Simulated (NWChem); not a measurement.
System meant: CdSiH4O; SMILES [CdH][O][SiH3]

NWChem input:

```
start job
memory heap 200 mb stack 900 mb global 1100 mb
geometry units angstroms noautoz
  Cd    -0.040897    -1.004188     0.010042
  H     -0.470145    -2.586882     0.019526
  O      0.590485     0.874112    -0.002395
  Si    -0.107929     2.380526    -0.005526
  H     -1.005250     2.601520    -1.204817
  H      0.972264     3.430954    -0.037753
  H     -0.958302     2.627589     1.222506
end
basis spherical
  Cd library def2-svp
  H library def2-svp
  O library def2-svp
  Si library def2-svp
end
dft
  xc b3lyp
  iterations 150
  mulliken
end
task dft energy
```

End of the output:

```
             Northwest Computational Chemistry Package (NWChem) 7.3.0
             --------------------------------------------------------

 C1  symmetry detected

                             Geometry "geometry" -> ""
                             -------------------------

 Output coordinates in angstroms (scale by  1.889725989 to convert to a.u.)

  No.       Tag          Charge          X              Y              Z
 ---- ---------------- ---------- -------------- -------------- --------------
    1 Cd                  48.0000    -0.02125114    -0.98028091     0.00000816
    2 H                    1.0000    -0.42333230    -2.57012198    -0.00044860
    3 O                    8.0000     0.57787679     0.90859561     0.00007677
    4 Si                  14.0000    -0.14624742     2.40282424    -0.00002010
    5 H                    1.0000    -1.04034719     2.61417685    -1.20344766
    6 H                    1.0000     0.91593344     3.47174184    -0.02103101
    7 H                    1.0000    -1.00774981     2.62938290     1.22420282

 Effective nuclear repulsion energy (a.u.)     300.4108480982

                                 NWChem DFT Module
                                 -----------------

 Summary of "ao basis" -> "ao basis" (spherical)
 ------------------------------------------------------------------------------
       Tag                 Description            Shells   Functions and Types
 ---------------- ------------------------------  ------  ---------------------
 Cd                         def2-svp                11       31   5s3p2d1f
 H                          def2-svp                 3        5   2s1p
 O                          def2-svp                 6       14   3s2p1d
 Si                         def2-svp                 8       18   4s3p1d

            General Information
            -------------------
          SCF calculation type: DFT
          Wavefunction type:  closed shell.
          No. of atoms     :     7
          No. of electrons :    74
           Alpha electrons :    37
            Beta electrons :    37
          Charge           :     0
          Spin multiplicity:     1
          Use of symmetry is: off; symmetry adaption is: off
          Maximum number of iterations: 150
          AO basis - number of functions:    83
                     number of shells:    37
          Convergence on energy requested:  1.00D-06
          Convergence on density requested:  1.00D-05
          Convergence on gradient requested:  5.00D-04

              XC Information
              --------------
                         B3LYP Method XC Potential
                     Hartree-Fock (Exact) Exchange  0.200
                        Slater Exchange Functional  0.800 local
                    Becke 1988 Exchange Functional  0.720 non-local
              Lee-Yang-Parr Correlation Functional  0.810
                  VWN I RPA Correlation Functional  0.190 local

             Grid Information
             ----------------
          Grid used for XC integration:  medium
          Radial quadrature: Mura-Knowles
          Angular quadrature: Lebedev.
          Tag              B.-S. Rad. Rad. Pts. Rad. Cut. Ang. Pts.
          ---              ---------- --------- --------- ---------
          Cd                  1.55      123          12.0       590
          H                   0.35       45          14.0       434
          O                   0.60       49          10.0       434
          Si                  1.10       88          12.0       590
          Grid pruning is: on
          Number of quadrature shells:   440
          Spatial weights used:  Erf1

      Superposition of Atomic Density Guess
      -------------------------------------

 Sum of atomic energies:       -1573.64662852

      Non-variational initial energy
      ------------------------------

 Total energy =   -1577.052765
 1-e energy   =   -2779.631868
 2-e energy   =     902.168255
 HOMO         =      -1.109735
 LUMO         =      -0.936269

     ---------------------------------------------
      Total Density - Mulliken Population Analysis
     ---------------------------------------------

    Atom       Charge   Shell Charges
 -----------   ------   -------------------------------------------------------
    1 Cd  48    55.10   2.00  2.01  2.04  2.61 -0.56  6.01  6.75 -0.38 10.03 10.57 14.00
    2 H    1     0.43   0.65 -0.21 -0.00
    3 O    8     8.19   1.99  1.02  0.70  2.82  1.64  0.02
    4 Si  14    10.23   2.00  1.98  0.19  0.04  5.91  0.13 -0.02  0.00
    5 H    1     0.01   0.01  0.00  0.00
    6 H    1     0.03   0.01  0.02  0.00
    7 H    1     0.01   0.01  0.00  0.00

[...]
```

**Question.** Can this run be used? If not, why, and what is the fix?

**Answer.** The run ends normally but its numbers are meaningless: the def2 basis of a heavy element holds valence functions alone and wants its effective core potential (without it all electrons must fit into that basis). This input runs:
```
start job
memory heap 200 mb stack 900 mb global 1100 mb
geometry units angstroms noautoz
  Cd    -0.040897    -1.004188     0.010042
  H     -0.470145    -2.586882     0.019526
  O      0.590485     0.874112    -0.002395
  Si    -0.107929     2.380526    -0.005526
  H     -1.005250     2.601520    -1.204817
  H      0.972264     3.430954    -0.037753
  H     -0.958302     2.627589     1.222506
end
basis spherical
  Cd library def2-svp
  H library def2-svp
  O library def2-svp
  Si library def2-svp
end
ecp
  Cd library def2-ecp
end
dft
  xc b3lyp
  iterations 150
  mulliken
end
task dft energy
```
It converges to -534.79913 Ha (B3LYP/def2-SVP with def2 effective core potentials on Cd). The faulty run gave -1681.067 Ha, with all electrons squeezed into the valence basis.
